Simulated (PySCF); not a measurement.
ClIn, charge +1, doublet, at a GFN2-xTB geometry (such geometries of metal compounds can be far from the true shape) (a state made from the parent by changing its charge; the spin is typed, not shown lowest) (core potentials on In); BHANDHLYP/def2-TZVP in PySCF.

The PySCF input:
```python
from pyscf import gto, scf, dft

mol = gto.Mole()
mol.atom = '''
    In   -0.000000   -0.000000   -0.646466
    Cl    0.000000    0.000000    1.863344
'''
mol.basis = 'def2-tzvp'
mol.ecp = {'In': 'def2-tzvp'}
mol.charge = 1
mol.spin = 1
mol.verbose = 4
mol.build()

mf = dft.UKS(mol)
mf.xc = 'bhandhlyp'
mf.grids.atom_grid = (99, 590)
mf.grids.prune = None
mf.kernel()
```

The log (banner, timings and long lists left out):

```
PySCF version 2.14.0

[INPUT] verbose = 4
[INPUT] num. atoms = 2
[INPUT] num. electrons = 37
[INPUT] charge = 1
[INPUT] spin (= nelec alpha-beta = 2S) = 1
[INPUT] symmetry False subgroup None
[INPUT] Mole.unit = angstrom
[INPUT] Symbol           X                Y                Z      unit          X                Y                Z       unit  Magmom
[INPUT]  1 In     0.000000000000   0.000000000000  -0.646466000000 AA    0.000000000000   0.000000000000  -1.221643688843 Bohr   0.0
[INPUT]  2 Cl     0.000000000000   0.000000000000   1.863344000000 AA    0.000000000000   0.000000000000   3.521209835852 Bohr   0.0

nuclear repulsion = 75.2711417591132
number of shells = 29
number of NR pGTOs = 154
number of NR cGTOs = 87
basis = def2-tzvp
ecp = {'In': 'def2-tzvp'}

******** <class 'pyscf.dft.uks.UKS'> ********
method = UKS
initial guess = minao
damping factor = 0
level_shift factor = 0
DIIS = <class 'pyscf.scf.diis.CDIIS'>
diis_start_cycle = 1
diis_space = 8
diis_damp = 0
SCF conv_tol = 1e-09
SCF conv_tol_grad = None
SCF max_cycles = 50
direct_scf = True
direct_scf_tol = 1e-13
number electrons alpha = 19  beta = 18
XC library pyscf.dft.libxc version 7.1.2
    S. Lehtola, C. Steigemann, M. J. T. Oliveira, and M. A. L. Marques,  SoftwareX 7, 1–5 (2018)
XC functionals = bhandhlyp
    A. D. Becke,  J. Chem. Phys. 98, 1372 (1993)
    Defined through Gaussian implementation.
radial grids:
    Treutler-Ahlrichs [JCP 102, 346 (1995); DOI:10.1063/1.469408] (M4) radial grids

becke partition: Becke, JCP 88, 2547 (1988); DOI:10.1063/1.454033
pruning grids: None
grids dens level: 3
symmetrized grids: False
atomic radii adjust function: <function treutler_atomic_radii_adjust>
User specified grid scheme (99, 590)
small_rho_cutoff = 0
Set gradient conv threshold to 3.16228e-05
tot grids = 116824
init E= -617.399453590883

cycle= 1 E= -649.484884870664  delta_E= -32.1  |g|= 1.17  |ddm|= 31.2
cycle= 2 E= -649.422584976835  delta_E= 0.0623  |g|= 1.23  |ddm|= 5.21
cycle= 3 E= -649.932811362847  delta_E= -0.51  |g|= 0.266  |ddm|= 2.73
cycle= 4 E= -649.977738001249  delta_E= -0.0449  |g|= 0.0626  |ddm|= 0.379
cycle= 5 E= -649.979279949426  delta_E= -0.00154  |g|= 0.012  |ddm|= 0.0961
cycle= 6 E= -649.979363759444  delta_E= -8.38e-05  |g|= 0.00605  |ddm|= 0.0267
cycle= 7 E= -649.979377883175  delta_E= -1.41e-05  |g|= 0.0013  |ddm|= 0.00628
cycle= 8 E= -649.97937875813  delta_E= -8.75e-07  |g|= 0.00017  |ddm|= 0.00214
cycle= 9 E= -649.97937878596  delta_E= -2.78e-08  |g|= 3.3e-05  |ddm|= 0.000329
cycle= 10 E= -649.979378787277  delta_E= -1.32e-09  |g|= 9.36e-06  |ddm|= 7.39e-05
cycle= 11 E= -649.979378787375  delta_E= -9.85e-11  |g|= 2.85e-06  |ddm|= 1.38e-05
Extra cycle  E= -649.979378787383  delta_E= -7.39e-12  |g|= 1.32e-06  |ddm|= 4.39e-06
converged SCF energy = -649.979378787383  <S^2> = 0.75498418  2S+1 = 2.004978
```
